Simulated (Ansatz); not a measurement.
Input for Ansatz (a quantum-chemistry and plane-wave program): R-r2SCAN/def2-TZVPP on H2OSe (SMILES O[SeH]), a point of a torsion scan.

Ansatz 0.2 input:
```yaml
crystal:
  periodic: [false, false, false]
  atoms:
    - {symbol: O, position_ang: [-0.94717264, 0.29291565, 0.27803833]}
    - {symbol: Se, position_ang: [0.75368581, 0.68434977, -0.18857771]}
    - {symbol: H, position_ang: [-1.30034501, -0.39023727, -0.29955318]}
    - {symbol: H, position_ang: [0.46095546, 1.12291305, -1.55595310]}
basis:
  gaussian:
    orbitals: def2-TZVPP
hamiltonian:
  xc: {name: r2SCAN}
scf: {lower_state_search: off}
```

Output:

```
WARN ansatz: RAYON_NUM_THREADS=1 ignored (pool sized by the plan → 1); use --threads N
Functional definition: r2SCAN
these checks for a lower state are left out or cut short: stability, starts, cluster_reference, orbital_swaps, neighbouring_geometries, increment
integrals: 0.03 GiB planned
656 factors; their error is unknown
mean field: 0.26 GiB planned
mean field evaluation 1: about -67423.5478 eV, gradient 5.3e1 eV
mean field evaluation 2: about -67387.1501 eV, gradient 1.4e2 eV
mean field evaluation 4: about -67427.9459 eV, gradient 6.5e0 eV
mean field evaluation 8: about -67428.0647 eV, gradient 1.4e-1 eV
mean field evaluation 16: about -67428.0336 eV, gradient 3.7e-5 eV
mean field -67428.03357479 eV, -2477.9345295108 hartree, gradient 8.9e-6 eV, S^2 0.000000; 0 other end points of the search recorded, 0 dependent functions left out
reference -67428.03358245 eV, -2477.9345297923 hartree; 22, 22 occupied and 85, 85 virtual orbitals, 656 factors
Total energy: -67428.03358245 eV, -2477.9345297923 hartree
Checks for a lower state left out: stability, starts, cluster_reference, orbital_swaps, neighbouring_geometries, increment
```

The calculation finished and met its thresholds.

Cost: roughly 1.1 core-seconds.
